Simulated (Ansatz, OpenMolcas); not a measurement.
**Errors in the atomisation enthalpy at 298 K**

8 molecules holding an element from Na to Cl; the atomisation enthalpy at 298 K in kJ/mol, computed less measured. Shapes, held fixed at every level: PBE0-D4/def2-TZVP. Thermal terms are harmonic and unscaled (PBE0-D4/def2-TZVP); the spin-orbit lowering of the free atoms is taken from their spectra. Programs: Ansatz 0.2.0, OpenMolcas 26.06. Measured values: Active Thermochemical Tables, CRC Handbook of Chemistry and Physics, NIST-JANAF tables.

Levels: A = HF/3-21G; B = PBE-D4/def2-TZVPP; C = B3LYP-D4/def2-TZVPP; D = MP2/def2-SVP; E = CCSD/def2-TZVPP.

| molecule | from tabulated heats | A | B | C | D | E |
| --- | --- | --- | --- | --- | --- | --- |
| CS2 (carbon disulfide) | 1154 | -718 | +103 | +5 | -32 | -112 |
| SF2 (sulfur difluoride) | 732 | -645 | +60 | -16 | -112 | -89 |
| BCl3 (boron trichloride) | 1337 | -538 | +64 | -19 | +5 | -84 |
| SO3 (sulfur trioxide) | 1420 | -1913 | +125 | -44 | -239 | -178 |
| CH2Cl2 (dichloromethane) | 1490 | -618 | +46 | -18 | -92 | -83 |
| SF4 (sulfur tetrafluoride) | 1358 | -1289 | +133 | -22 | -193 | -145 |
| SiF4 (silicon tetrafluoride) | 2382 | -973 | -10 | -69 | -128 | -117 |
| SiH3(SiH3) (disilane) | 2128 | -714 | -30 | +21 | -169 | -39 |

Sum up the errors.


```csv
level,kind,mean error,mean absolute error,worst case
HF/3-21G,Hartree–Fock,-926.0,926.0,SO3
PBE-D4/def2-TZVPP,GGA,+61.4,71.4,SF4
B3LYP-D4/def2-TZVPP,global hybrid,-20.2,26.8,SiF4
MP2/def2-SVP,perturbation theory,-120.0,121.2,SO3
CCSD/def2-TZVPP,coupled cluster or CI,-105.9,105.9,SO3
```

On this set B3LYP-D4/def2-TZVPP has the smallest mean absolute error and HF/3-21G the largest. HF/3-21G is too low in 8 of 8; PBE-D4/def2-TZVPP is too high in 6 of 8; B3LYP-D4/def2-TZVPP is too low in 6 of 8; MP2/def2-SVP is too low in 7 of 8; CCSD/def2-TZVPP is too low in 8 of 8. The heats of SF2 come from older tables and can be uncertain by 10 kJ/mol or more. The tabulated values of BCl3, SF4, SiF4, SiH3(SiH3) are in doubt (older tables, estimates, or at odds with other calculations) and kept here. Over the 4 molecules whose values aren't doubted the mean absolute errors are A 973.5; B 83.5; C 20.8; D 118.8; E 115.5. Where a negative error exceeds the measured value, the molecule comes out unbound. Hartree–Fock lacks correlation and underbinds. Rows in very small basis sets show the basis more than the method. Correlated wave functions converge slowly with the basis. CCSD also lacks the triples, which bind further. The set is small.
